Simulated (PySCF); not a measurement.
A structure optimised at PBE-D3(BJ)/def2-SVP, used in a PySCF frequency run:

```xyz
11

C      1.5740     0.0000    -0.9669
Si     0.0000     0.0000     0.0266
C     -1.5740     0.0000    -0.9669
F      0.0000    -1.3054     1.0163
F      0.0000     1.3054     1.0163
H      1.6313     0.8975    -1.6156
H      2.4596     0.0000    -0.3004
H      1.6313    -0.8975    -1.6156
H     -2.4596     0.0000    -0.3004
H     -1.6313     0.8975    -1.6156
H     -1.6313    -0.8975    -1.6156
```

**Question.** Write its SMILES, formula and point group.

**Answer.** C[Si](C)(F)F, C2H6F2Si, C2v

**Question.** What are its rotational constants (standard atomic weights)?

**Answer.** 3.6206, 3.3594, 3.2812 GHz
